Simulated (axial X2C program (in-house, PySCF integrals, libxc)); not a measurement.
Values are calculated unless marked as measured or tabulated.
# BrTmBr⁺: input and output of an open-shell CI run

Program: an in-house all-electron X2C program for linear molecules (integrals from PySCF).

Input and command:
```json
{"zs": [35, 69, 35], "q": 1, "bas": ["dyall-v3z", "dyall-v3z", "dyall-v3z"], "r0": 2.78, "metal": 1, "shells": [[3, [0, 1, 2, 3], 12], [0, [0], 0]], "fix": 0, "emax": 2.2, "nroots": 4}
```
```bash
python soci.py task.json out
```

Keys: zs atomic numbers; q charge; bas basis sets; r0 starting distance in Å; metal index of the metal atom; shells open shells as [l, |m| values, electrons]; fix electron count of the first shell held; emax energy window in eV; nroots roots for each Ω.

Output at Br–Tm–Br held linear, both bonds 2.560 Å:

```
average of configuration f12 s0
basis functions 325  fitting functions 1862
iter      average energy  largest gradient
   1     -18762.436839203   4.25e+01
   2     -18766.036180981   1.59e+01
   3     -18766.508980994   6.03e-01
   4     -18766.517076293   1.45e-01
   5     -18766.520126517   1.16e-01
   6     -18766.520742896   4.82e-02
   7     -18766.520780537   4.40e-03
   8     -18766.520785721   4.29e-03
   9     -18766.520786518   3.55e-04
  10     -18766.520786594   2.23e-04
  11     -18766.520786604   9.75e-05
  12     -18766.520786605   1.91e-05
converged
CI levels
2*Omega        energy/Eh    cm-1   g(par)  dipole/D  leading shell counts
    0    -18766.61756177        0   0.000   12.296  {'12 0': 1.0}
    2    -18766.61737401       41   2.353   12.296  {'12 0': 1.0}
    4    -18766.61674345      180   4.715   12.296  {'12 0': 1.0}
    6    -18766.61550532      451   7.075   12.296  {'12 0': 1.0}
    8    -18766.61349771      892   9.411   12.296  {'12 0': 1.0}
   10    -18766.61068696     1509  11.713   12.296  {'12 0': 1.0}
   12    -18766.60728733     2255  13.993   12.296  {'12 0': 1.0}
    6    -18766.58391429     7385   6.785   12.296  {'12 0': 1.0}
    8    -18766.58347915     7480   9.094   12.296  {'12 0': 1.0}
    4    -18766.58331595     7516   4.636   12.296  {'12 0': 1.0}
    2    -18766.58276683     7637   2.419   12.296  {'12 0': 1.0}
    0    -18766.58262745     7667   0.000   12.296  {'12 0': 1.0}
    0    -18766.58125658     7968   0.000   12.296  {'12 0': 1.0}
    2    -18766.58082508     8063   1.797   12.296  {'12 0': 1.0}
    4    -18766.57958353     8335   3.855   12.296  {'12 0': 1.0}
    6    -18766.57775124     8737   6.034   12.296  {'12 0': 1.0}
    8    -18766.57535811     9263   8.215   12.296  {'12 0': 1.0}
   10    -18766.57188411    10025  10.282   12.296  {'12 0': 1.0}
    2    -18766.55701043    13289   1.878   12.296  {'12 0': 1.0}
    0    -18766.55700531    13291   0.000   12.296  {'12 0': 1.0}
    4    -18766.55642493    13418   3.731   12.296  {'12 0': 1.0}
    6    -18766.55462089    13814   5.660   12.296  {'12 0': 1.0}
    8    -18766.55246431    14287   7.614   12.296  {'12 0': 1.0}
    0    -18766.53964565    17101   0.000   12.296  {'12 0': 1.0}
```

Dipoles in the output refer to the first atom as origin, so for this ion they depend on that choice.

Dynamic correlation is missing, so gaps between terms are too wide and other configurations may lie lower; the lowest level listed is that of this model, not necessarily the ground state. At most 4 roots were kept for each Ω > 0 (twice that for Ω = 0) within 2.2 eV of the lowest, so higher up levels can be missing between those listed; levels with Ω > 0 are doubly degenerate and listed once, Ω = 0 levels singly. States that fill the shells left empty in the average are placed too high. The molecule was held linear; bending was not examined.
